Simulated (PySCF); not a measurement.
A PySCF script (with the pyscf-properties extension) for the NMR shieldings of SMILES FC(F)(F)Cc1ncno1, C₄H₃F₃N₂O, on a GFN2-xTB geometry:

```python
import basis_set_exchange as bse
import numpy as np
from pyscf import gto, dft
from pyscf.prop import nmr

atoms = """
F    -1.366856    1.786383    0.415466
C    -1.753979    0.509797    0.366819
F    -1.665578    0.027390    1.610566
F    -3.052924    0.509126    0.041400
C    -0.939298   -0.310221   -0.630067
C     0.495814   -0.307562   -0.249035
N     1.413150    0.520739   -0.644123
C     2.515889    0.081745    0.015868
N     2.287779   -0.953972    0.763847
O     0.971454   -1.222561    0.602930
H    -1.331090   -1.329295   -0.623745
H    -1.055164    0.145712   -1.614425
H     3.476416    0.543207   -0.073231
"""
names = dict.fromkeys(["F", "C", "N", "O", "H"], "pcSseg-1")
basis = {el: gto.basis.parse(bse.get_basis(n, elements=[el], fmt="nwchem")) for el, n in names.items()}
mol = gto.M(atom=atoms, basis=basis, charge=0, verbose=0)
mf = dft.RKS(mol, xc="PBE0")
mf.grids.level = 2
mf.grids.alignment = dft.numint.BLKSIZE   # the property module wants whole blocks of grid points
mf.conv_tol = 1e-9
mf.kernel()

calc = nmr.RKS(mf)   # GIAO
C = mf.mo_coeff
Co = C[:, mf.mo_occ > 0]
resp = mf.gen_response(singlet=True, hermi=2)
def vind(x):   # induced exchange potential for any number of trial vectors
    d = np.einsum("pi,xij,qj->xpq", C, 2 * x.reshape(-1, C.shape[1], Co.shape[1]), Co, optimize=True)
    return np.einsum("xpq,pi,qj->xij", resp(d - d.transpose(0, 2, 1)), C, Co, optimize=True).ravel()
mo1, _ = nmr.rhf.solve_mo1(calc, with_cphf=vind)
sigma = calc.kernel(mo1)
for i, s in enumerate(sigma):   # ppm
    print("%2d %-2s %9.2f" % (i, mol.atom_pure_symbol(i), np.trace(s) / 3))
```

Question: What does it print?

Answer: 
```
 0 F     249.71
 1 C      54.24
 2 F     249.54
 3 F     247.03
 4 C     149.37
 5 C       8.45
 6 N     -22.34
 7 C      23.54
 8 N    -141.54
 9 O     -89.80
10 H      27.89
11 H      27.77
12 H      23.17
```

These numbers come from an equivalent density-fitted implementation of the same equations, which agrees with the script to about 0.01 ppm for H and up to a few tenths of a ppm for heavy atoms, so last digits may differ.

Question: Turn these shieldings into chemical shifts. Chemical shifts δ = σref − σ; ¹⁹F (170.95 ppm) vs CFCl3; ¹³C (186.93 ppm) and ¹H (31.72 ppm) against TMS; ¹⁵N (267.73 ppm) vs NH3; ¹⁷O (336.08 ppm) vs H2O, all at this level.

Answer: Averaging equivalent atoms: F 0/2/3: -77.8; C 5: 178.5; C 7: 163.4; C 1: 132.7; C 4: 37.6; N 8: 409.3; N 6: 290.1; O 9: 425.9; H 12: 8.54; H 10/11: 3.89 ppm. Unscaled 19F shifts against computed CFCl3 carry errors that often reach 10 to 50 ppm. Unscaled 17O shifts of doubly bonded oxygen tend to come out too high, by tens of ppm or more. Experimental scales use liquid or dissolved standards, which lie at an offset from isolated NH3 (liquid NH3: subtract about 20 ppm) and H2O (liquid H2O: subtract about 36 ppm). Unscaled 15N shifts of sp2 nitrogen come out 20 to 40 ppm too high even then.

Size and cost of the density-fitted run: 185 basis functions, 29 s wall time on 1 thread of an Arm Neoverse V1, shared host.
